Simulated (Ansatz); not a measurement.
`BOBF` + `N=C=O` → `O=C=NBF` + `BO` at 500 K and 1 bar (ligand exchange at a B–O bond).

Program: Ansatz. Geometries: PBE0-D4/def2-TZVP. ΔE: electronic, gas phase. CBS: MP2 limit from def2 TZ/QZ plus the TZ coupled-cluster correction, frozen cores. This one scheme is used for every species. One conformer a species, not always the lowest.

| species | CCSD(T)/CBS energy (Eh) | H − E (kJ/mol) | S (J/(mol·K)) |
| --- | --- | --- | --- |
| `BOBF` | -226.48924 | 141.2 | 332.3 |
| `N=C=O` | -168.51995 | 77.7 | 264.2 |
| `O=C=NBF` | -293.20193 | 108.6 | 341.7 |
| `BO` | -101.80414 | 113.6 | 256.0 |

H − E and S are ideal-gas, rigid-rotor, harmonic terms from PBE0-D4/def2-TZVP, for one conformer and one mirror image of each species. 1 Eh = 2625.50 kJ/mol, R = 8.31446 J/(mol·K).

Task: By hand: ΔE, ΔH, ΔS and ΔG.

Result: ΔE = (-293.20193) + (-101.80414) − (-226.48924) − (-168.51995) = 0.00312 Eh = 8.2 kJ/mol. Δ(H − E) = 108.6 + 113.6 − 141.2 − 77.7 = 3.3, so ΔH = 11.5 kJ/mol. ΔS = 341.7 + 256.0 − 332.3 − 264.2 = 1.2 J/(mol·K). ΔG = 11.5 − 500 × (1.2)/1000 = 10.9 kJ/mol.

Task: By hand: the equilibrium constant, and the temperature at which ΔG would vanish if ΔH and ΔS stayed fixed.

Result: log₁₀ K = −ΔG/(RT ln 10) = -1.1. ΔG = 0 at ΔH/ΔS = 9583 K, far beyond where these terms or the molecules hold.

The number of gas molecules stays the same, so ΔS is small and ΔH decides. A doubt of 5 kJ/mol in ΔE shifts log₁₀ K by 0.5 here. Other conformers and mirror images would add mixing entropy, several J/(mol·K) or more a flexible species. These are equilibria of isolated gas molecules and say nothing of rates. Largest T1 diagnostic: 0.018 (customary marks: 0.02 for closed shells, 0.045 for open ones).
